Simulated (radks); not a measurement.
Results of a calculation; reference values are marked as such.
Coherent X-ray form factor from a spherical all-electron density. Level of theory: scalar-relativistic Kohn-Sham, LDA (Slater exchange, Perdew-Wang correlation), spin-polarised, spherical densities, finite nucleus; Fermi nuclear charge, rms radius of each element as measured or else 0.836 A^(1/3) + 0.57 fm (a radial shooting solver on a logarithmic mesh with Libxc functionals).

sin(theta)/lambda (1/angstrom),f0 (electrons)
0.05,78.912
0.1,76.037
0.15,72.184
0.2,68.032
0.25,63.956
0.3,60.114
0.4,53.296
0.5,47.590
0.6,42.800
0.8,35.111
1,29.055
1.25,23.259
1.5,19.257
2,14.878

The species is in the configuration that NIST lists as its ground one. Which atom or ion scatters so?

Answer. Neutral mercury, [Hg]. Extrapolating in s^2 from the first two rows gives f0(0) = 79.9, near the electron count 80; among species with that count, the fall with angle is slower the higher Z, and the table is that of Z = 80; from so few rows the species is fixed only to a neighbour or two.
